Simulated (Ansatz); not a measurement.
Reaction (silylene loss): `CO[Si](O)([SiH3])Br` → `CO[SiH](O)Br` + `[SiH2]`

Computed with Ansatz on PBE0-D4/def2-TZVP structures; ΔE is electronic, products minus reactants. CCSD(T)/CBS is the MP2 limit (def2-TZVPP, def2-QZVPP) plus CCSD(T) − MP2 in def2-TZVPP, frozen cores. This one scheme is used for every species. Functionals use def2-TZVPP. B3LYP here is the variant with VWN-RPA as its local correlation; programs differ in this. For Br outer-core shells are correlated without core-valence functions, which leaves a few kJ/mol of doubt a bond. Scalar relativity is left out up to krypton. Each species was taken in one conformer, which may not be the lowest.

```csv
level,ΔE (kJ/mol),difference from CCSD(T)/CBS
PBE-D4,250.5,17.5
r2SCAN-D4,256.9,23.9
PBE0-D4,253.8,20.8
B3LYP-D4,233.1,0.1
ωB97X-V,244.9,11.9
ωB97M-V,225.3,-7.7
B2PLYP,225.2,-7.8
PBE,239.7,6.7
r2SCAN,253.9,20.9
PBE0,244.0,11.0
B3LYP,215.7,-17.3
HF/def2-TZVPP,201.7,-31.3
MP2/def2-TZVPP,240.4,7.4
SCS-MP2/def2-TZVPP,227.0,-6.0
CCSD/def2-TZVPP,219.2,-13.8
CCSD(T)/def2-TZVPP,225.6,-7.4
HF/def2-QZVPP,201.5,-31.5
MP2/def2-QZVPP,244.6,11.6
SCS-MP2/def2-QZVPP,231.4,-1.6
HF/CBS(def2),201.5,-31.5
MP2/CBS(def2),247.8,14.8
CCSD/CBS(def2),226.6,-6.4
CCSD(T)/CBS,233.0,0
```

Largest T1 diagnostic among the species: 0.014.

The D4 term adds +17.4 kJ/mol with B3LYP and +9.8 kJ/mol with PBE0; it sums over pairs of atoms, weighted by their polarisabilities, and B3LYP, whose exchange is more repulsive, gets the larger term. In def2-TZVPP, CCSD(T) changes the Hartree–Fock value by +23.9 kJ/mol (the triples alone add +6.4 kJ/mol) and MP2 by +38.7 kJ/mol. From PBE to PBE0 (25 % exact exchange), in def2-TZVPP and without D4, ΔE moves by +4.3 kJ/mol.
